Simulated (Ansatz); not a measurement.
C$_{3}$H$_{7}$AlO (`C=[CH][Al]([CH3])[OH]`). Charge 0, multiplicity 1. All single points use the PBE0-D4/def2-TZVP geometry. It is one conformer, not always the lowest.

```xyz
12

C    -1.484   -0.949   -1.160
C    -0.436   -1.371   -0.449
Al    0.684   -0.085    0.484
C     0.333    1.825    0.405
O     2.017   -0.596    1.411
H    -1.738    0.107   -1.239
H    -2.147   -1.623   -1.701
H    -0.265   -2.448   -0.431
H     0.296    2.188   -0.627
H     1.104    2.391    0.933
H    -0.632    2.073    0.860
H     2.268   -1.512    1.516
```

(1) What is the dipole moment at B3LYP/def2-TZVPP? (An estimate is asked.)

(2) And with PBE, r2SCAN, ωB97M-V? (Estimate.)

(3) Give the Mulliken charges with B3LYP, ωB97M-V, PBE in def2-TZVPP. (Estimate.)

## Answers

(1) Computed: 1.30 D, with components (-0.65, -0.99, -0.55) D in this frame, pointing from negative to positive charge.

(2) The calculation gave: PBE 1.21 D, r2SCAN 1.27 D, ωB97M-V 1.29 D.

(3) Ansatz gave: 
| atom | B3LYP | ωB97M-V | PBE |
| --- | --- | --- | --- |
| C1 | -0.20 | -0.19 | -0.17 |
| C2 | -0.28 | -0.32 | -0.25 |
| Al3 | 0.61 | 0.65 | 0.51 |
| C4 | -0.45 | -0.53 | -0.44 |
| O5 | -0.41 | -0.39 | -0.37 |
| H6 | 0.10 | 0.10 | 0.09 |
| H7 | 0.10 | 0.11 | 0.09 |
| H8 | 0.08 | 0.09 | 0.07 |
| H9 | 0.09 | 0.11 | 0.10 |
| H10 | 0.10 | 0.12 | 0.11 |
| H11 | 0.09 | 0.11 | 0.10 |
| H12 | 0.16 | 0.15 | 0.17 |

B3LYP here is the variant with VWN-RPA as its local correlation; programs differ in this.
